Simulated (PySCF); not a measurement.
First SCF of a structure search on doublet CuO(OH)₂, at a hand-made T-shaped (ligand arrangement 1) (heavy-atom frame) geometry. PySCF input:

```python
from pyscf import gto, scf, dft
mol = gto.M(atom='''
Cu     0.000000     0.000000     0.000000
O      0.000000     0.000000     1.720000
O      1.748900     0.000000     0.061100
O     -1.748900     0.000000     0.061100
H      2.365600    -0.735400     0.082600
H     -2.365600     0.735400     0.082600''',
    basis={'Cu': 'def2-TZVP', 'O': 'def2-TZVP', 'H': 'def2-TZVP'},
    charge=0, spin=1)
mf = dft.UKS(mol, xc='PBE0')
mf.grids.atom_grid = (50, 194)
aux = {'Cu': 'def2-universal-JKFIT', 'O': 'def2-universal-JKFIT', 'H': 'def2-universal-JKFIT'}
mf = mf.density_fit(auxbasis=aux)
mf.conv_tol = 1e-08
mf.diis_space = 10
mf.max_cycle = 60
mf.init_guess = 'minao'
mf.verbose = 4
mf.kernel()
```

Excerpt of the output (cycles alone):

```
init E= -1866.54373276058
cycle= 1 E= -1862.2302956871  delta_E= 4.31  |g|= 4.42  |ddm|= 1.77
cycle= 2 E= -1844.16633932  delta_E= 18.1  |g|= 8.96  |ddm|= 10.8
cycle= 3 E= -1863.91284249245  delta_E= -19.7  |g|= 3.26  |ddm|= 9.55
cycle= 4 E= -1858.6663119852  delta_E= 5.25  |g|= 2.86  |ddm|= 3.93
cycle= 5 E= -1866.08373965341  delta_E= -7.42  |g|=  1.2  |ddm|= 3.92
cycle= 6 E= -1866.33076755892  delta_E= -0.247  |g|= 1.18  |ddm|= 0.755
cycle= 7 E= -1866.71648943855  delta_E= -0.386  |g|= 0.483  |ddm|= 0.395
cycle= 8 E= -1866.82420832081  delta_E= -0.108  |g|= 0.138  |ddm|= 0.409
cycle= 9 E= -1866.82278604757  delta_E= 0.00142  |g|= 0.223  |ddm|= 0.213
cycle= 10 E= -1866.8311158413  delta_E= -0.00833  |g|= 0.194  |ddm|= 0.0624
cycle= 11 E= -1866.83674122088  delta_E= -0.00563  |g|= 0.176  |ddm|= 0.0537
cycle= 12 E= -1866.8562968225  delta_E= -0.0196  |g|= 0.0491  |ddm|= 0.217
cycle= 13 E= -1866.85837614677  delta_E= -0.00208  |g|= 0.00764  |ddm|= 0.08
cycle= 14 E= -1866.85857094918  delta_E= -0.000195  |g|= 0.00543  |ddm|= 0.024
cycle= 15 E= -1866.85864959334  delta_E= -7.86e-05  |g|= 0.00921  |ddm|= 0.02
cycle= 16 E= -1866.85872904395  delta_E= -7.95e-05  |g|= 0.0094  |ddm|= 0.0235
cycle= 17 E= -1866.85879097701  delta_E= -6.19e-05  |g|= 0.00487  |ddm|= 0.0134
cycle= 18 E= -1866.85883004369  delta_E= -3.91e-05  |g|= 0.00155  |ddm|= 0.0194
cycle= 19 E= -1866.85883769266  delta_E= -7.65e-06  |g|= 0.000459  |ddm|= 0.00911
cycle= 20 E= -1866.85883968927  delta_E= -2e-06  |g|= 0.000483  |ddm|= 0.00501
cycle= 21 E= -1866.85884005233  delta_E= -3.63e-07  |g|= 0.000268  |ddm|= 0.00128
cycle= 22 E= -1866.85884039998  delta_E= -3.48e-07  |g|= 0.000166  |ddm|= 0.00168
cycle= 23 E= -1866.85884052838  delta_E= -1.28e-07  |g|= 0.000132  |ddm|= 0.000649
cycle= 24 E= -1866.85884068825  delta_E= -1.6e-07  |g|= 0.000101  |ddm|= 0.00104
cycle= 25 E= -1866.85884080062  delta_E= -1.12e-07  |g|= 4.92e-05  |ddm|= 0.00109
cycle= 26 E= -1866.85884083526  delta_E= -3.46e-08  |g|= 3.66e-05  |ddm|= 0.000655
cycle= 27 E= -1866.85884084137  delta_E= -6.11e-09  |g|= 3.01e-05  |ddm|= 0.000166
Extra cycle  E= -1866.85884084263  delta_E= -1.26e-09  |g|= 7.36e-05  |ddm|= 7.11e-05
converged SCF energy = -1866.85884084263  <S^2> = 0.88826452  2S+1 = 2.1337896
```

No lower solution of this spin was found from smeared starts or by a stability analysis within the unrestricted form.

Other spin states or occupations of the open shell can lie lower.

The search for the lowest solution, 3 starts and the stability check together, took 39 s on 4 threads of a shared Arm Neoverse V1 host, with 150 basis functions; the process peaked at 0.8 GiB. Launch command: `OMP_NUM_THREADS=4 python axn.py task.json out`.
